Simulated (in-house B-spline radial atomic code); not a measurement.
Spin-orbit splittings of orbital energies (j = l + 1/2 less j = l - 1/2) and ratios of mean radii (lower j over upper j) along the 53-electron series, configuration [Kr] 4d10 5s2 5p5. Computed with an all-electron radial atomic-structure program (B-spline basis): Dirac-Hartree-Fock, average of the configuration, finite nuclei.

```json
{"ion": "I", "Z": "53", "splitting of 4p (eV)": "11.389", "radius ratio of 4p": "0.96734", "splitting of 4d (eV)": "1.8313", "radius ratio of 4d": "0.98775", "splitting of 5p (eV)": "1.139", "radius ratio of 5p": "0.95477"}
{"ion": "Xe+", "Z": "54", "splitting of 4p (eV)": "?", "radius ratio of 4p": "?", "splitting of 4d (eV)": "?", "radius ratio of 4d": "?", "splitting of 5p (eV)": "?", "radius ratio of 5p": "?"}
{"ion": "Cs2+", "Z": "55", "splitting of 4p (eV)": "?", "radius ratio of 4p": "?", "splitting of 4d (eV)": "?", "radius ratio of 4d": "?", "splitting of 5p (eV)": "?", "radius ratio of 5p": "?"}
{"ion": "Ba3+", "Z": "56", "splitting of 4p (eV)": "15.952", "radius ratio of 4p": "0.96495", "splitting of 4d (eV)": "2.7495", "radius ratio of 4d": "0.98781", "splitting of 5p (eV)": "2.4161", "radius ratio of 5p": "0.965"}
{"ion": "La4+", "Z": "57", "splitting of 4p (eV)": "17.757", "radius ratio of 4p": "0.96411", "splitting of 4d (eV)": "3.1173", "radius ratio of 4d": "0.98774", "splitting of 5p (eV)": "2.9559", "radius ratio of 5p": "0.96575"}
{"ion": "Ce5+", "Z": "58", "splitting of 4p (eV)": "19.718", "radius ratio of 4p": "0.96324", "splitting of 4d (eV)": "3.519", "radius ratio of 4d": "0.98764", "splitting of 5p (eV)": "3.5565", "radius ratio of 5p": "0.9661"}
```

Problem. Fill in the row of Xe+.

Solution. splitting of 4p (eV): 12.776; radius ratio of 4p: 0.96657; splitting of 4d (eV): 2.1081; radius ratio of 4d: 0.98782; splitting of 5p (eV): 1.5081; radius ratio of 5p: 0.96082.

Problem. Fill in the row of Cs2+.

Solution. splitting of 4p (eV): 14.295; radius ratio of 4p: 0.96577; splitting of 4d (eV): 2.4136; radius ratio of 4d: 0.98784; splitting of 5p (eV): 1.9342; radius ratio of 5p: 0.96357.

Problem. With what power of Z does the column «splitting of 4p (eV)» change over this range?

Solution. A fit of the logarithm of its size against log Z from Z = 53 to 58 has slope 6.09. An unscreened hydrogenic electron would give 4 at low Z; screening makes the apparent power larger near the neutral end, and relativity raises it again at high Z.
